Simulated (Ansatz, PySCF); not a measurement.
Species: BBr$_{2}$, charge 1, multiplicity 1. 
Structure (B3LYP-D3(BJ)/def2-TZVP (Ansatz, a program for electronic structure) minimum search):
```
B
Br 1 1.7665
Br 1 1.7665 2 180.00
```
Charge +1, spin multiplicity 1.

Total electronic energies in hartree. Correlated levels leave the core frozen unless marked. Spin-orbit coupling is left out. The frozen core is the preceding noble-gas configuration, with the filled d and f shells of earlier blocks. No relativistic terms. CBS marks a two-point X^-3 extrapolation of the correlation energy; Hartree-Fock from the larger set.

```
level                                program  energy (Eh)
----------------------------  --------------  -----------
HF-D3(BJ)/def2-TZVPD           PySCF + dftd3  -5169.30031
HF-D4/def2-TZVPD               PySCF + dftd4  -5169.28435
RI-HF/aug-cc-pVTZ                     Ansatz  -5169.36714
BLYP/def2-TZVPD                       Ansatz  -5172.94850
BLYP/def2-TZVPD                        PySCF  -5172.94853
BHLYP/def2-TZVPD                      Ansatz   (withheld)
r2SCANh-D4/def2-TZVPD         Ansatz + dftd4   (withheld)
SCS-MP2/STO-3G                        Ansatz  -5113.61561
CCSD(T)/CBS(cc-pVTZ,cc-pVQZ)          Ansatz   -5169.8795
```

Problem. Fill in the missing entries.

Solution. 
- BHLYP/def2-TZVPD, energy (Eh): -5172.86745
- r2SCANh-D4/def2-TZVPD, energy (Eh): -5172.85087
